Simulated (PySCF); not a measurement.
boron oxyfluoride (BFO), SMILES B(=O)F. Atoms are numbered in the order given.

```xyz
3

F      0.0000     0.0000     1.1962
B      0.0000     0.0000    -0.0860
O      0.0000     0.0000    -1.2920
```

Geometry optimised at PBE0-D3(BJ)/def2-TZVP.

These are PBE/pcJ-1 run with PySCF values and carry that method's errors.

Isotropic couplings with Fermi-contact, spin-dipole and both spin-orbit terms, one fixed conformer, no vibrational averaging. Isotopes: 11B, 19F.

Computed spin–spin coupling constants:
| pair | bonds apart | J (Hz) |
|---|---|---|
| F1–B2 | 1 | -132.4 |
